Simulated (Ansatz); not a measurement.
Reaction (hydrogenolysis of a Ge–S bond): `[F][Ge]([F])([F])[SH]` + H₂ → `[F][GeH]([F])[F]` + H₂S

Computed with Ansatz on PBE0-D4/def2-TZVP structures; ΔE is electronic, products minus reactants. CCSD(T)/CBS is the MP2 limit (def2-TZVPP, def2-QZVPP) plus CCSD(T) − MP2 in def2-TZVPP, frozen cores. This one scheme is used for every species. For Ge outer-core shells are correlated without core-valence functions, which leaves a few kJ/mol of doubt a bond. Scalar relativity is left out up to krypton. One conformer a species, not always the lowest.

`[F][Ge]([F])([F])[SH]`:

Z-matrix (Å, degrees):
```
Ge
F 1 1.705
F 1 1.708 2 107.2
F 1 1.708 2 107.3 3 111.8
S 1 2.166 2 109.4 3 -124.1
H 5 1.346 1 91.5 2 -178.8
```

H₂:

Z-matrix (Å, degrees):
```
H
H 1 0.746
```

`[F][GeH]([F])[F]`:

Cartesian coordinates in Å:
```
F 1.001 -0.575 1.215
Ge -0.027 -0.066 -0.050
F 0.846 1.098 -0.942
F -1.323 0.765 0.689
H -0.498 -1.221 -0.912
```

H₂S:

```xyz
3

S     0.462    0.240   -0.336
H    -0.636    0.755    0.237
H     0.174   -0.996    0.099
```

```json
{"species": "`[F][Ge]([F])([F])[SH]`", "MP2/def2-TZVPP energy (Eh)": "-2773.27021"}
{"species": "H₂", "MP2/def2-TZVPP energy (Eh)": "-1.16460"}
{"species": "`[F][GeH]([F])[F]`", "MP2/def2-TZVPP energy (Eh)": "-2375.52546"}
{"species": "H₂S", "MP2/def2-TZVPP energy (Eh)": "-398.89878"}
```

**Question.** Work out ΔE.

**Answer.** ΔE = (-2375.52546) + (-398.89878) − (-2773.27021) − (-1.16460) = 0.01057 Eh = +6.6 kcal/mol. CCSD(T)/CBS gives +5.6 kcal/mol.

**Question.** What do rigid-rotor, harmonic-oscillator terms from PBE0-D4/def2-TZVP frequencies (298.15 K, 1 bar) make of the CCSD(T)/CBS value? (Estimate.)

**Answer.** The calculation gave: ΔZPE = +2.3 kcal/mol, ΔH = +6.8 kcal/mol, ΔS = 16 J/(mol·K), ΔG = +5.7 kcal/mol.

Largest T1 diagnostic among the species: 0.012.

From BLYP to BHLYP (50 % exact exchange), in def2-TZVPP and without D4, ΔE moves by −1.3 kcal/mol. In def2-TZVPP, CCSD(T) changes the Hartree–Fock value by +4.4 kcal/mol (the triples alone add +1.3 kcal/mol) and MP2 by +6.0 kcal/mol.
